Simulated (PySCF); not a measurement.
**Radial density of N²⁺ (nitrogen, charge +2)**

UHF, [He] 2s2 2p1, 2P determinant. Calculation: PySCF 2.14, in pcseg-2 (4s3p2d1f, 30 functions); no relativity, point nucleus.

```csv
r (bohr),4πr²ρ (e/bohr),4πr²(ρα − ρβ)
0.00449,0.04979,0.0000
0.00756,0.1355,0.0001
0.0127,0.3554,0.0002
0.0214,0.8919,0.0005
0.0360,2.055,0.0013
0.0605,4.137,0.0038
0.102,6.609,0.0131
0.171,7.249,0.0520
0.288,4.392,0.1930
0.484,1.898,0.5389
0.814,2.570,0.8586
1.37,1.825,0.5286
2.30,0.2510,0.0775
3.88,0.001767,0.0004
```
